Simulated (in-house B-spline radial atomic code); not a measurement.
Yb²⁺. Computed with a B-spline radial atomic code. Model: non-relativistic spherical atom: semilocal Troullier-Martins pseudo-atom, one channel per l, against all electrons, high spin, G0W0 and RPA with empty states to l = 8, local potential for every l without a channel, a model core (radius 0 = none) keeps its share of the functional.

Without relativity these are model numbers for so heavy an element.

What the tables leave out is listed at the end.

The pseudopotential gives back the lowest level of each angular momentum of its own functional in the configuration it was made in; a second state of the same l is only approximately right. Exact exchange, RPA and GW see the smooth pseudo-orbitals and miss the exchange with the core, for which the functional's share stands in. The column with an uncorrelated core keeps all orbitals and exact exchange, and so separates missing core correlation from pseudisation. Only the three outermost levels and the lowest empty one were computed. RPA here is direct RPA, with no exchange kernel, and its energies carry an (l + 1/2)⁻⁴ tail. A hybrid on a potential with a model core restores only its own semilocal share of the core's exchange.

Command:
```bash
python run_psgw.py task.json out
```
Settings (lengths in bohr, energies in hartree):
```
Z                      70
electrons              68
configuration          [Xe] 4f14
generated_in           [Xe] 4f14 6s2
functional             pbe,pbe
core_shells            10
radius_factor          1.3
core_correction        True
```

Cost of the run: 22 s on 1 thread of AMD EPYC 7R43 64-Core Processor (Zen 3), on a shared host.

Given: made with PBE; model core radius 0.706 bohr; local radius 1.918 bohr; mean-field start PBE.

Valence shells of the generating configuration: 5p, 4f, 6s.

Channel: s 3.4, p 1.657, d 2.557, f 2.097 (radii in bohr).

Computed: largest level miss in the spin-unpolarised generating configuration 0 eV; valence RPA correlation energy all-electron orbitals -1.6449 hartree; valence RPA correlation energy pseudo -2.4334 hartree; all-electron RPA polarisability, core included 5.9268 bohr³.

```csv
level,occupied,mean-field all-electron (eV),mean-field pseudo minus all (eV),G0W0 all-electron (eV),G0W0 uncorrelated core minus all (eV),G0W0 pseudo minus all (eV),exchange self-energy all-electron (eV),exchange self-energy pseudo (eV)
4f,1,-21.521,0.2,-30.135,-0.159,6.341,-75.245,-36.565
6s (empty),0,-13.925,-0.022,-11.244,0.003,-0.452,-2.3261,-2.0702
```

Question: What is the pseudo-atom RPA polarisability?

Answer: 6.0054 bohr³.

Given: mean-field start PBE0.

Computed: valence RPA correlation energy all-electron orbitals -1.5589 hartree; valence RPA correlation energy pseudo -2.3772 hartree; pseudo-atom RPA polarisability 5.8124 bohr³.

```csv
level,occupied,mean-field all-electron (eV),mean-field pseudo minus all (eV),G0W0 all-electron (eV),G0W0 uncorrelated core minus all (eV),G0W0 pseudo minus all (eV),exchange self-energy all-electron (eV),exchange self-energy pseudo (eV)
4f,1,-24.674,2.6,-30.249,-0.227,6.366,-75.705,-36.284
6s (empty),0,-12.986,-0.382,-11.218,0.004,-0.473,-2.0863,-2.0849
```

Question: What is the all-electron RPA polarisability, core included?

Answer: 5.2318 bohr³.

Among the listed levels the largest G0W0 shift of the pseudo-atom is +6.37 eV, for 4f on the PBE0 start, while leaving the core uncorrelated moves that level by -0.23 eV. So pseudisation and the lost core exchange, not the missing core correlation, make the error. Not in the tables (levels of low weight, unsolved or above zero; the highest and the empty levels are kept at any weight): on PBE the G0W0 levels 5p (pseudo minus all +0.17 eV, weights 0.53 and 0.80); on PBE0 the G0W0 levels 5p (pseudo minus all -0.59 eV, weights 0.71 and 0.83); no Hartree-Fock pseudo-atom is run with a model core.
